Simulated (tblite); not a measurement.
Run record: tight-binding relaxation, `C#[C][GaH][CH2]C[SiH3]`.

Computed with GFN2-xTB geometry optimisation, gas phase (tblite 0.8.0). Start geometry: from a force field or distance geometry. The command runs a driver script over a list of jobs; the input below is this job's line of settings and its coordinates in Å.

Command:
```bash
OMP_NUM_THREADS=1 python probes_run.py task.json out
```

Input:
```
{"job": {"kind": "relax", "xc": "GFN2-xTB", "basis": "xTB"}, "charge": 0, "multiplicity": 1}
C      4.517400    -0.521700     0.689100
C      3.336700    -0.618500     0.339700
Ga     1.427800    -0.790200    -0.236400
C     -0.059700     0.431500     0.126400
C     -1.260600    -0.489200    -0.126300
Si    -2.784400     0.549000     0.186400
H      5.543500    -0.441800     0.985000
H      1.591900    -0.461700    -1.864300
H     -0.136900     0.685600     1.212800
H     -0.311100     1.373000    -0.419300
H     -1.228600    -1.415300     0.468100
H     -1.279300    -0.794900    -1.216500
H     -2.943200     0.628100     1.654900
H     -3.942000    -0.026900    -0.483900
H     -2.476000     1.900900    -0.360300
```

What does the run print?

```
step      E/eV     max force
  0    -433.03805    2.493
  1    -433.18496    5.380
  2    -433.42846    1.647
  3    -433.58126    1.378
  4    -433.79141    1.116
  5    -433.86952    0.913
  6    -433.95109    0.672
  7    -433.97222    0.384
  8    -433.98665    0.340
  9    -433.99475    0.298
... (109 lines left out)
119    -434.18723    0.081
120    -434.18748    0.030
121    -434.18768    0.035
122    -434.18781    0.049
123    -434.18787    0.044
124    -434.18792    0.035
125    -434.18799    0.017
126    -434.18804    0.014
127    -434.18807    0.020
128    -434.18809    0.008
```

«max force» is the largest atomic force in eV/Å.

From which step on does the largest force stay under 0.1 eV/Å, and how much energy is left to gain from there?

From step 119 (0.081 eV/Å), 0.9 meV above the end.

Main results: energy lowered by 26.5 kcal/mol over 128 steps; largest atomic force 0.008 eV/Å at the end.

On one thread of an Intel Xeon Platinum 8488C, shared host, this took 0.81 s wall.
Labels such as C1 count atoms from 1, the log's own numbers from 0.
